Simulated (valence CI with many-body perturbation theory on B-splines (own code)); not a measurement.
## Which ion has this spectrum?

A relativistic CI+MBPT calculation for an atom or ion with 33 electrons gives these levels (eV):

```tsv
J	Parity	E	g
3/2	odd	0.0000	2.00
3/2	odd	1.318	0.82
5/2	odd	1.359	1.20
1/2	odd	2.261	0.67
3/2	odd	2.317	1.32
1/2	even	6.269	2.59
3/2	even	6.383	1.72
5/2	even	6.542	1.59
1/2	even	6.572	0.75
3/2	even	6.754	1.33
1/2	odd	7.435	1.42
1/2	odd	7.514	0.62
3/2	odd	7.524	1.28
5/2	even	7.528	1.21
```

The energies are calculated, with errors of about 93 cm⁻¹, more in some levels.

Problem. Which is it?
A. Br2+
B. As
C. Se+
D. Kr3+

Solution. B. As, ground level 4s2 4p3 4S°_3/2.
